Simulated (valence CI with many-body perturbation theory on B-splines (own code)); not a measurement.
**Ag33+: E2, M1 decay**

Computed by valence CI with perturbative core correlation (CI+MBPT): four valence electrons over a frozen Dirac-Fock core [Ne], a basis of 11 s, 11 p, 10 d, 8 f, 5 g, 2 h functions for each j, with the one-electron correlation potential Σ1, the two-electron term Σ2, the three-electron term Σ3, Breit, model QED; selected CI, second order for the rest, scaled by the run's own slope (own B-spline code, finite nucleus).

No measured spectrum was set against this ion. As an estimate, large intervals hold to a few tenths of a per cent, small ones and those within an open d or f shell to about a per cent. Among the levels kept, up to 700 cm⁻¹ of a level comes from second order outside the variational space, and about a tenth of that is noise between levels of different J, which matters for small intervals.

Lines 1 to 8 of 8 in falling wavelength, among levels below 34.771 Ry, chosen from the decays that carry over 1 % of a level's rate. Wavelengths and rates use the calculated energies. Electric multipoles are in the length gauge, E1 and E2 with the static RPA response of the core. S is in atomic units (e²a₀⁴ for E2 and M2, e²a₀⁶ for E3), for M1 in squared Bohr magnetons. Weak lines are less certain than strong ones. Lines between different terms over intervals too small for the method are left out, as are lines whose strength nearly cancels.

Levels are named by their leading jj configuration (3d3/2^4 stands for four electrons in 3d with j = 3/2), which in mixed levels can hold well under half, so a name can repeat and another be missing.

| λ vac (nm) | Upper | Lower | Type | A (s⁻¹) | S (a.u.) |
| --- | --- | --- | --- | --- | --- |
| 236.0 | (3s^2 3p1/2 3p3/2) J=2 | (3s^2 3p1/2 3p3/2) J=1 | M1 | 4.48e+02 | 1.09e+00 |
| 39.44 | (3s^2 3p3/2 3d5/2) J=4 | (3s^2 3p1/2 3d5/2) J=3 | M1 | 2.44e+05 | 4.99e+00 |
| 34.08 | (3s^2 3p1/2 3p3/2) J=1 | (3s^2 3p1/2^2) J=0 | M1 | 3.46e+05 | 1.52e+00 |
| 30.83 | (3s^2 3p3/2^2) J=2 | (3s^2 3p1/2 3p3/2) J=2 | M1 | 3.38e+05 | 1.84e+00 |
| 29.78 | (3s^2 3p1/2 3p3/2) J=2 | (3s^2 3p1/2^2) J=0 | E2 | 8.15e+02 | 8.52e-03 |
| 27.27 | (3s^2 3p3/2^2) J=2 | (3s^2 3p1/2 3p3/2) J=1 | M1 | 3.76e+05 | 1.41e+00 |
| 23.81 | (3s^2 3p3/2 3d5/2) J=4 | (3s 3p1/2 3p3/2^2) J=3 | M1 | 5.60e+04 | 2.52e-01 |
| 21.63 | (3s^2 3p3/2^2) J=0 | (3s^2 3p1/2 3p3/2) J=1 | M1 | 1.26e+06 | 4.73e-01 |
